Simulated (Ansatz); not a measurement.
AlFGeH₄S, 8 atoms. Charge 0, multiplicity 1. Correlated methods include outer-core shells of Ge, which these sets cover unevenly. Scalar relativity is left out up to krypton. The bonds changed during the relaxation, so this is another structure than the one it started from. All runs use 4 threads of an Arm Neoverse V2 on a shared host. Correlated methods freeze the cores.

**Question.** Give the basis size and wall time and peak host memory of each of these runs in Ansatz. RKS B2PLYP (frozen core)/def2-TZVPP energy; RKS ωB97M-V/def2-SVP energy; RKS HSE06 (plane-wave form)-D4/def2-TZVPP energy; RHF-CCSD(T)/def2-SVP energy; RKS PBE0-D4/def2-TZVP frequencies; RKS PBE0-D4/def2-TZVP relaxation (9 steps); RHF-MP2/def2-QZVPP energy; RKS PBE0-D4/def2-QZVPP energy; RKS ωB97M-V/def2-QZVPP energy; RKS PBE0-D4/def2-SVP energy; direct RPA on PBE orbitals/def2-TZVPP energy; RKS SPW92 (LDA)/def2-TZVPP energy. (Estimate.)

**Answer.** Ansatz gave: Other jobs shared the machine, so times are rough.

| level | job | functions | wall time | peak host memory (GiB) |
| --- | --- | --- | --- | --- |
| RKS SPW92 (LDA)/def2-TZVPP | energy | 219 | 1 s | 0.29 |
| RKS PBE0-D4/def2-SVP | energy | 102 | 1.1 s | 0.41 |
| RKS HSE06 (plane-wave form)-D4/def2-TZVPP | energy | 219 | 2.8 s | 0.7 |
| RHF-CCSD(T)/def2-SVP | energy | 102 | 3 s | 0.41 |
| direct RPA on PBE orbitals/def2-TZVPP | energy | 219 | 3.5 s | 0.45 |
| RKS B2PLYP (frozen core)/def2-TZVPP | energy | 219 | 4 s | 0.55 |
| RKS ωB97M-V/def2-SVP | energy | 102 | 4.4 s | 0.41 |
| RKS PBE0-D4/def2-QZVPP | energy | 406 | 7 s | 1.6 |
| RHF-MP2/def2-QZVPP | energy | 406 | 14 s | 2 |
| RKS ωB97M-V/def2-QZVPP | energy | 406 | 16 s | 1.9 |
| RKS PBE0-D4/def2-TZVP | relaxation (9 steps) | 177 | 25 s | 0.5 |
| RKS PBE0-D4/def2-TZVP | frequencies | 177 | 86 s | 0.5 |
